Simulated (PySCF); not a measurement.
silylphosphine (H5PSi), singlet, geometry from GFN2-xTB; DF-MP2/6-31G** run with PySCF.

Here is a job for PySCF.
```python
from pyscf import gto, scf, mp

mol = gto.M(
    atom='''
Si   -1.058468    0.091799    0.221558
P     1.099533   -0.072406   -0.339917
H    -1.783741   -0.885060   -0.589350
H    -1.478363    1.454937   -0.099984
H    -1.306348   -0.172699    1.640990
H     1.320502   -1.267441    0.319932
H     1.573497    0.671163    0.725354
''',
    basis='6-31g**',
    charge=0,
    spin=0,
    verbose=4,
)

mf = scf.RHF(mol)
mf = mf.density_fit(auxbasis='def2-universal-jkfit')
mf.kernel()

pt = mp.MP2(mf)
pt.kernel()
print('E(MP2) = %.10f' % pt.e_tot)
```

Task: What does PySCF print? Leave out banner, timings and long lists.

Result: 
```
PySCF version 2.14.0

[INPUT] verbose = 4
[INPUT] num. atoms = 7
[INPUT] num. electrons = 34
[INPUT] charge = 0
[INPUT] spin (= nelec alpha-beta = 2S) = 0
[INPUT] symmetry False subgroup None
[INPUT] Mole.unit = angstrom
[INPUT] Symbol           X                Y                Z      unit          X                Y                Z       unit  Magmom
[INPUT]  1 Si    -1.058468000000   0.091799000000   0.221558000000 AA   -2.000214631616   0.173474968509   0.418683940706 Bohr   0.0
[INPUT]  2 P      1.099533000000  -0.072406000000  -0.339917000000 AA    2.077816234921  -0.136827509775  -0.642350035084 Bohr   0.0
[INPUT]  3 H     -1.783741000000  -0.885060000000  -0.589350000000 AA   -3.370781967158  -1.672521003808  -1.113710091512 Bohr   0.0
[INPUT]  4 H     -1.478363000000   1.454937000000  -0.099984000000 AA   -2.793701182690   2.749432458496  -0.188942376839 Bohr   0.0
[INPUT]  5 H     -1.306348000000  -0.172699000000   1.640990000000 AA   -2.468639943373  -0.326353811986   3.101021673150 Bohr   0.0
[INPUT]  6 H      1.320502000000  -1.267441000000   0.319932000000 AA    2.495387126940  -2.395116369045   0.604583858484 Bohr   0.0
[INPUT]  7 H      1.573497000000   0.671163000000   0.725354000000 AA    2.973478387825   1.268314254941   1.370720403358 Bohr   0.0

nuclear repulsion = 91.4629965879161
number of shells = 31
number of NR pGTOs = 137
number of NR cGTOs = 61
basis = 6-31g**
ecp = {}

******** <class 'pyscf.df.df_jk.DFRHF'> ********
method = DFRHF
initial guess = minao
damping factor = 0
level_shift factor = 0
DIIS = <class 'pyscf.scf.diis.CDIIS'>
diis_start_cycle = 1
diis_space = 8
diis_damp = 0
SCF conv_tol = 1e-09
SCF conv_tol_grad = None
SCF max_cycles = 50
direct_scf = False
Set gradient conv threshold to 3.16228e-05
Initial guess from minao.
******** <class 'pyscf.df.df.DF'> ********
auxbasis = def2-universal-jkfit
init E= -632.296305484512
  HOMO = -0.278258978900039  LUMO = 0.0852393205292401  gap/eV = 9.89129
cycle= 1 E= -632.510711574668  delta_E= -0.214  |g|= 0.225  |ddm|= 2.06
  HOMO = -0.366010095567507  LUMO = 0.116901831832511  gap/eV = 13.14070
cycle= 2 E= -632.53727807058  delta_E= -0.0266  |g|= 0.064  |ddm|= 0.393
  HOMO = -0.36410881249831  LUMO = 0.133904248388151  gap/eV = 13.55163
cycle= 3 E= -632.539737663053  delta_E= -0.00246  |g|= 0.0191  |ddm|= 0.133
  HOMO = -0.364775184747925  LUMO = 0.132744109465704  gap/eV = 13.53819
cycle= 4 E= -632.540013597319  delta_E= -0.000276  |g|= 0.00336  |ddm|= 0.0567
  HOMO = -0.365540832315392  LUMO = 0.132706367911722  gap/eV = 13.55800
cycle= 5 E= -632.540023970157  delta_E= -1.04e-05  |g|= 0.000822  |ddm|= 0.0117
  HOMO = -0.3655440907149  LUMO = 0.132726487878446  gap/eV = 13.55863
cycle= 6 E= -632.540024645  delta_E= -6.75e-07  |g|= 0.000171  |ddm|= 0.00325
  HOMO = -0.365576569638253  LUMO = 0.13274224204647  gap/eV = 13.55995
cycle= 7 E= -632.540024673593  delta_E= -2.86e-08  |g|= 3.01e-05  |ddm|= 0.000717
  HOMO = -0.365573679434484  LUMO = 0.132741042974144  gap/eV = 13.55983
cycle= 8 E= -632.540024674501  delta_E= -9.08e-10  |g|= 6.74e-06  |ddm|= 0.000121
  HOMO = -0.365575649688636  LUMO = 0.132740745383336  gap/eV = 13.55988
Extra cycle  E= -632.540024674538  delta_E= -3.73e-11  |g|= 2.66e-06  |ddm|= 1.9e-05
converged SCF energy = -632.540024674538

******** <class 'pyscf.mp.dfmp2.DFRMP2'> ********
nocc = 17, nmo = 61
E(DFRMP2) = -632.769016930022  E_corr = -0.228992255484068
E(SCS-DFRMP2) = -632.781243457011  E_corr = -0.241218782473262
E_corr(same-spin) = -0.038736835508792
E_corr(oppo-spin) = -0.190255419975276
E(MP2) = -632.7690169300
```
